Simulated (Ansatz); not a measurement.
Born–Oppenheimer molecular dynamics of C3H6FNSi (12 atoms, charge 0, multiplicity 1). It starts from a relaxed structure.

Level of theory: RKS BLYP/STO-3G (Ansatz 0.2.0).

- ensemble: NVT, Langevin thermostat
- time step: 2 fs
- steps asked: 40
- set temperature: 200 K
- friction: 0.005 /fs
- seed: 213942

First frame:

```xyz
12
Properties=species:S:1:pos:R:3
F 0.538 -2.705 1.061
C 0.383 -1.452 0.492
N 1.329 -1.052 -0.380
C 0.970 0.364 -0.923
C -0.296 1.070 -0.241
Si -1.064 -0.260 0.863
H 0.800 0.243 -2.020
H 1.885 0.991 -0.803
H 0.041 1.946 0.346
H -0.985 1.441 -1.023
H -2.352 -0.755 0.394
H -1.172 0.113 2.268
```

**Question.** What does the run give?

**Answer.** The run went to its last step.

```json
{
  "steps done": "40",
  "time covered": "80 fs",
  "mean temperature over the second half": "120 K",
  "spread of the potential energy over the second half": "3.6 meV per atom",
  "mean potential energy of the second half above the start": "15.0 meV per atom"
}
```

The mean temperature of the second half is 40 % below the set value. A step of 2 fs is long for free X–H stretches (periods near 10 fs) and can bias their spread and the temperature. A run of 0.08 ps of so small a system gives no equilibrium averages. Limits of this set-up: minimal basis.

**Question.** What happens to the structure?

**Answer.** The same pairs are bonded in the first frame and the last. Pairs count as bonded within 1.25 times the sum of covalent radii (0.12 Å more for H–H). The details hang on the random start.

**Question.** How do temperature and energy run in time?

**Answer.** 
```tsv
time (fs)	T (K)	potential energy less start (eV)
0.0	183	0.000
2.0	119	0.117
4.0	98	0.162
6.0	104	0.161
8.0	93	0.199
10.0	129	0.145
12.0	142	0.122
14.0	125	0.151
16.0	96	0.210
18.0	125	0.144
20.0	132	0.142
22.0	119	0.206
24.0	166	0.117
26.0	146	0.155
28.0	118	0.208
30.0	129	0.174
32.0	120	0.189
34.0	108	0.220
36.0	106	0.222
38.0	170	0.108
40.0	123	0.181
42.0	114	0.173
44.0	146	0.117
46.0	108	0.204
48.0	110	0.195
50.0	170	0.106
52.0	158	0.104
54.0	103	0.218
56.0	121	0.166
58.0	133	0.170
60.0	106	0.226
62.0	138	0.143
64.0	134	0.151
66.0	71	0.268
68.0	121	0.189
70.0	138	0.159
72.0	122	0.177
74.0	116	0.184
76.0	114	0.169
78.0	80	0.246
80.0	90	0.238
```

The run took 110 s on 1 thread of Arm Neoverse V1, on a shared host, peak memory 0.094 GiB.
